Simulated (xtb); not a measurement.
C2H7ClOSi2, SMILES C=C([SiH3])O[SiH2]Cl. All values are semi-empirical tight-binding results from xtb (GFN2-xTB unless named), good for trends rather than for accurate numbers. Coordinates come from a GFN2-xTB optimisation. This is a generated structure with no PubChem entry under its InChIKey; it may be hypothetical. The values are those of a single conformer.

Optimised geometry:

Bond lengths (Å): C1–C2 1.325, C1–H7 1.079, C1–H8 1.074, C2–Si3 1.892, C2–O4 1.367, Si3–H9 1.464, Si3–H10 1.463, Si3–H11 1.464, O4–Si5 1.617, Si5–Cl6 2.017, Si5–H12 1.459, Si5–H13 1.450. Angles (°): C2–C1–H7 122.4, C2–C1–H8 120.3, H7–C1–H8 117.3, C1–C2–Si3 127.2, C1–C2–O4 122.9, Si3–C2–O4 109.9, C2–Si3–H9 107.9, C2–Si3–H10 108.7, C2–Si3–H11 108.3, H9–Si3–H10 111.1, H9–Si3–H11 109.8, H10–Si3–H11 111.0, C2–O4–Si5 136.3, O4–Si5–Cl6 111.5, O4–Si5–H12 112.6, O4–Si5–H13 99.5, Cl6–Si5–H12 107.2, Cl6–Si5–H13 110.6, H12–Si5–H13 115.4.

orbital gap: 4.43 eV
dipole moment: 1.95 D
zero-point energy: 48.7 kcal/mol
G − E(el) at 298.15 K (modified RRHO): 26.6 kcal/mol
static polarisability (D4 model): 100.3 bohr³
solvation energy, GFN2-xTB/ALPB(water): 0.2 kcal/mol
solvation energy, GFN2-xTB/ALPB(benzene): -4.3 kcal/mol

Question: Give the atomic charges and the Wiberg bond orders between heavy atoms. (The exact figures need the calculation; the answer reports its results.)

Answer: charges (e) C1 -0.12, C2 0.03, Si3 0.44, O4 -0.34, Si5 0.54, Cl6 -0.25, H7 0.04, H8 0.04, H9 -0.08, H10 -0.09, H11 -0.08, H12 -0.06, H13 -0.06. Bond orders C1–C2 1.89, C2–Si3 0.85, C2–O4 1.03, O4–Si5 1.14, Si5–Cl6 1.08.
